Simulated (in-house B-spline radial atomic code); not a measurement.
A run on an ion of nuclear charge 59 with 59.3 electrons that did not converge. Method: scalar-relativistic (X2C) BLYP, spin-polarised, spherical fractional occupations, Fermi nucleus of rms radius 4.8919 fm; computed with an all-electron radial atomic-structure program (B-spline basis).

Command:
```bash
python run_scf.py task.json out
```
Settings (nuclear radius in fm, mass in u):
```
Z                59
configuration    [Xe] 4f3.3 6s2
hamiltonian      x2c
method           b88,lyp
spin_polarised   True
nucleus          fermi
rms_radius       4.8919
atomic_mass      140.90766
speed_of_light   137.035999084
```

First and last ten iterations of the last attempt (damped for 15 steps, keeping 80 % of the old Fock matrix, then DIIS):
```
 iter        energy (Eh)    residual
    1       -9226.956485    4.77e-01
    2       -9225.622606    5.90e-01
    3       -9231.667889    3.68e-01
    4       -9234.656377    2.14e-01
    5       -9236.039477    1.19e-01
    6       -9236.636855    7.43e-02
    7       -9236.877326    4.34e-02
    8       -9236.968191    2.36e-02
    9       -9237.001463    1.66e-02
   10       -9237.014145    1.17e-02
  111       -9233.327732    1.55e-01
  112       -9233.321022    1.55e-01
  113       -9233.321963    1.55e-01
  114       -9237.021042    6.52e-03
  115       -9237.020860    6.64e-03
  116       -9233.327458    1.55e-01
  117       -9233.315219    1.55e-01
  118       -9233.313419    1.55e-01
  119       -9233.313411    1.55e-01
  120       -9233.314350    1.55e-01
 not converged after 120 iterations
```

The smallest residual met was 4.5e-03; the threshold is about 6e-07. No energy from this run should be used. The likely cause: this method binds the added charge weakly or not at all at the basis-set limit, so charge moves back and forth between the atom and the box. Run time, properties included: 2.5 s on 1 thread of Arm Neoverse V2 (shared host).
